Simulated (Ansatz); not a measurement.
`C[C](F)(Cl)[SnH3]` and `C[CH](Cl)[SnH3]` differ in one atom or group.

Ansatz, PBE0-D4/def2-TZVP geometries, multiplicity 1. 

Elements past krypton have def2 core potentials.

```tsv
property	`C[C](F)(Cl)[SnH3]`
HOMO–LUMO gap (B3LYP/def2-TZVPP) / eV	7.02
size of the dipole moment (PBE/def2-TZVPP) / D	1.86
HOMO energy (PBE0/def2-TZVPP) / eV	-7.74
HOMO energy (PBE/def2-TZVPP) / eV	-6.48
size of the dipole moment (B3LYP/def2-TZVPP) / D	2.01
HOMO–LUMO gap (PBE0/def2-TZVPP) / eV	7.47
```

Task: Give the same properties after the change, and the shifts. (Best estimate.)

Result: The calculation gave: 
| property | `C[CH](Cl)[SnH3]` | shift |
| --- | --- | --- |
| HOMO–LUMO gap (B3LYP/def2-TZVPP) / eV | 6.96 | -0.06 |
| size of the dipole moment (PBE/def2-TZVPP) / D | 1.69 | -0.17 |
| HOMO energy (PBE0/def2-TZVPP) / eV | -7.52 | 0.22 |
| HOMO energy (PBE/def2-TZVPP) / eV | -6.32 | 0.16 |
| size of the dipole moment (B3LYP/def2-TZVPP) / D | 1.76 | -0.25 |
| HOMO–LUMO gap (PBE0/def2-TZVPP) / eV | 7.41 | -0.06 |

With PBE0 the HOMO rises by 0.22 eV and the LUMO rises by 0.16 eV, so the gap narrows by about 0.06 eV. PBE moves the HOMO by 0.16 eV and ωB97M-V by 0.23 eV. Dipoles are sizes alone; their direction can turn.

B3LYP here is the variant with VWN-RPA as its local correlation; programs differ in this.
